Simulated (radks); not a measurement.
Results of a calculation; reference values are marked as such.
Species: Pt III. Configuration: [Xe] 4f14 5d8 (the NIST ground configuration). Level of theory: scalar-relativistic Kohn-Sham, r2SCAN, spin-unpolarised, spherical densities, finite nucleus; meta-GGA in the generalised Kohn-Sham scheme; Fermi nuclear charge, rms radius 5.427 fm (a radial shooting solver on a logarithmic mesh with Libxc functionals).

Normalised radial functions P(r) = r R(r), r in bohr:

```
   r/bohr * 4p, o 5s (the largest magnitude, 1.76, reaches the edge; | marks zero, & curves that meet)
 0.002328                             * o
 0.003557                             |* o
  0.00548                             |* o
  0.00844                             |  &
   0.0129                             | o  *
  0.01987                             o       *
   0.0306                          o  |          *
  0.04676                        o    |         *
  0.07203                           o |*
   0.1101                 *           |    o
   0.1695                *            |    o
   0.2611                      o      |         *
    0.399                     o       |                          *
   0.6146                             |          o    *
   0.9467                             |  *              o
    1.447                             *        o
    2.228                             *o
    3.405                             &
    5.245                             &
```

4p: eigenvalue -549.50 eV, 2 radial nodes at r = 0.0748, 0.223 bohr, <r> = 0.442 bohr, 90 % of the charge inside 0.640 bohr. 5s: eigenvalue -124.85 eV, 4 radial nodes at r = 0.0202, 0.0810, 0.210, 0.489 bohr, <r> = 0.955 bohr, 90 % of the charge inside 1.37 bohr.
